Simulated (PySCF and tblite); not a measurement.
C5H7NSSi, numbered as in [CH2:1]=[CH:2][c:3]1[cH:4][n:5][s:6][c:7]1[SiH3:8].

Geometries GFN2-xTB; weights from PBE0-D3(BJ)/pcSseg-1 (IEF-PCM, acetonitrile) energies and GFN2-xTB thermal corrections, with symmetry numbers and mirror pairs. Conformers within 2.5 kcal/mol (GFN2-xTB free energy) were kept, 3 at most. GIAO shieldings: PBE0/pcSseg-1 (IEF-PCM, acetonitrile). Shifts are against TMS (¹H), TMS (¹³C), TMS (²⁹Si), NH3 (¹⁵N) at the same level; of two unlike H on one atom, a is the less shielded. (PySCF 2.14, tblite 0.8.)

Torsions listed: C1–C2–C3–C4. Of a mirror pair one member is shown.

```tsv
conformer	shape	symmetry	E(GFN2) kcal/mol	E(DFT) kcal/mol
1	0°	Cs	0.00	0.00
2	159°	C1 (pair)	0.66	0.74
```

How much do the weights at 298.15 K and the averaged shift of H1a depend on how the conformers are weighted?


| weighting | 1 (%) | 2 (%) | δ (ppm) | rms dipole (D) |
| --- | --- | --- | --- | --- |
| DFT energy with thermal terms, symmetry and mirror images (full scheme) | 77 | 23 | 6.48 | 3.11 |
| DFT energy with symmetry and mirror images | 63 | 37 | 6.41 | 3.12 |
| bare DFT energy | 78 | 22 | 6.49 | 3.11 |
| GFN2-xTB energy with symmetry and mirror images | 60 | 40 | 6.39 | 3.12 |
| GFN2-xTB free energy | 75 | 25 | 6.47 | 3.12 |
| leading conformer alone | 100 | 0 | 6.62 | 3.11 |
| equal weights | 50 | 50 | 6.33 | 3.12 |
| full scheme, search stopped after three starts | 100 | 0 | 6.62 | 3.11 |

The largest departure from the full scheme, 0.16 ppm, comes with: equal weights.


¹⁵N shifts are against a computed isolated NH3 molecule, about 20 ppm from the liquid.

Conformer gaps in pcSseg-1 on xTB geometries can be 2 kcal/mol off for S=O, P=O and other polar bonds.